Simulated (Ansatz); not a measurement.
One change: `C[N](C)[W]([OH])(=[S])=[S]` becomes `C[N](C)[W]([CH3])(=[S])=[S]`.

Ansatz, PBE0-D4/def2-TZVP geometries, multiplicity 1. Each molecule was computed in one conformer, which needn't be the lowest.

Elements past krypton have def2 core potentials.

```
                                        property  `C[N](C)[W]([OH])(=[S])=[S]`
            HOMO–LUMO gap (PBE0/def2-TZVPP) / eV                          4.55
  zero-point energy (PBE0-D4/def2-TZVP) / kJ/mol                         259.1
             HOMO–LUMO gap (PBE/def2-TZVPP) / eV                          2.76
              LUMO energy (PBE0/def2-TZVPP) / eV                         -2.42
size of the dipole moment (B3LYP/def2-TZVPP) / D                          4.07
               HOMO energy (PBE/def2-TZVPP) / eV                         -5.85
```

Problem. What does the change do to each property? (An estimate is asked.)

Solution. Ansatz gave: 
| property | `C[N](C)[W]([CH3])(=[S])=[S]` | shift |
| --- | --- | --- |
| HOMO–LUMO gap (PBE0/def2-TZVPP) / eV | 4.67 | 0.12 |
| zero-point energy (PBE0-D4/def2-TZVP) / kJ/mol | 319.4 | 60.3 |
| HOMO–LUMO gap (PBE/def2-TZVPP) / eV | 2.86 | 0.10 |
| LUMO energy (PBE0/def2-TZVPP) / eV | -2.25 | 0.17 |
| size of the dipole moment (B3LYP/def2-TZVPP) / D | 4.83 | 0.76 |
| HOMO energy (PBE/def2-TZVPP) / eV | -5.82 | 0.03 |

The zero-point energy changes by 60.3 kJ/mol with +6 modes. Dipoles are sizes alone; their direction can turn.

B3LYP here is the variant with VWN-RPA as its local correlation; programs differ in this.
